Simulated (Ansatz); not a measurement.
Geometry optimisation, Ansatz 0.2.0, RKS B3LYP-D4/STO-3G.

The input (input.yaml):

```yaml
crystal:
  periodic: [false, false, false]
  atoms:
    - { symbol: P, position_ang: [-0.8493, -2.4271, -0.4415] }
    - { symbol: B, position_ang: [-0.069, -0.7781, 0.2159] }
    - { symbol: C, position_ang: [1.2544, -0.2487, -0.4419] }
    - { symbol: O, position_ang: [1.1733, 1.0363, -1.0149] }
    - { symbol: C, position_ang: [0.2906, 1.801, -0.1782] }
    - { symbol: Si, position_ang: [-1.1083, 0.786, 0.4786] }
    - { symbol: H, position_ang: [-2.001, -1.73073, -0.98835] }
    - { symbol: H, position_ang: [-0.07554, -2.44587, -1.61244] }
    - { symbol: H, position_ang: [1.6221, -0.9403, -1.1745] }
    - { symbol: H, position_ang: [2.0804, -0.1996, 0.3746] }
    - { symbol: H, position_ang: [0.8829, 2.1949, 0.71] }
    - { symbol: H, position_ang: [-0.1043, 2.6756, -0.7112] }
    - { symbol: H, position_ang: [-2.3241, 0.8147, -0.4297] }
    - { symbol: H, position_ang: [-1.4138, 1.0569, 1.9141] }
basis:
  gaussian: { orbitals: STO-3G }
hamiltonian:
  xc: b3lyp
  dispersion: d4
relax:
  f_tol: 0.015
  max_steps: 40
```

Command:

```bash
$ ansatz run input.yaml --threads 1 --pin off --max-ram 2048MiB --backend cpu --events-out ev --progress --plain --runs-dir out
```

Problem. Where does it end, and by what steps?

Solution. It converged. Limits of this set-up: minimal basis. After 10 steps the energy has fallen by 1.296 eV; H7 moved furthest, 0.80 Å.

```tsv
step	energy less start (eV)	largest force component (eV/Å)	accepted
0	0.0000	3.446	yes
1	-0.8798	1.139	yes
2	-1.1018	0.614	yes
3	-1.1981	0.466	yes
4	-1.2080	0.593	yes
5	-1.2807	0.219	yes
6	-1.2639	0.391	no
7	-1.2935	0.093	yes
8	-1.2950	0.064	yes
9	-1.2956	0.024	yes
10	-1.2957	0.010	yes
```

```xyz
14
Properties=species:S:1:pos:R:3
P -0.689 -2.507 -0.167
B -0.249 -0.714 -0.280
C 1.207 -0.181 -0.657
O 1.238 1.280 -0.956
C 0.379 1.969 0.044
Si -1.180 0.908 0.305
H -2.005 -2.452 -0.653
H -0.109 -2.972 -1.359
H 1.673 -0.671 -1.536
H 1.882 -0.410 0.210
H 0.933 2.103 1.001
H 0.195 2.980 -0.367
H -2.261 1.336 -0.557
H -1.656 0.927 1.672
```

Whether the end is a true minimum wasn't checked by a vibrational analysis.

The run took 27 s on 1 thread of Intel(R) Xeon(R) 6975P-C (Granite Rapids), on a shared host, peak memory 0.2 GiB.
